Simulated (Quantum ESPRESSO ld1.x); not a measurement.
Problem. Successive ionisation energies (eV) of one element, from differences of total energies of ions in their ground configurations, starting at charge 0: 9.239, 20.574, 33.635, 48.029, 63.508, 84.668, 102.69, 121.52, 141.08, 161.32, 240.33, 263.53, 286.84, 316.72, 341.56, 366.41, 431.96, 460.65, 812.70, 873.92, 936.49, 1000.3. Calculated with ld1.x of Quantum ESPRESSO 7.5: scalar-relativistic Kohn-Sham, LDA (Slater exchange, VWN5 correlation), spin-polarised, spherical densities, point nucleus; open shells are filled with parallel spins first. Which element is it?

Solution. Palladium (Z = 46). The first species listed is Pd in [Kr] 4d10, the last Pd21+ in [Ar] 3d7.
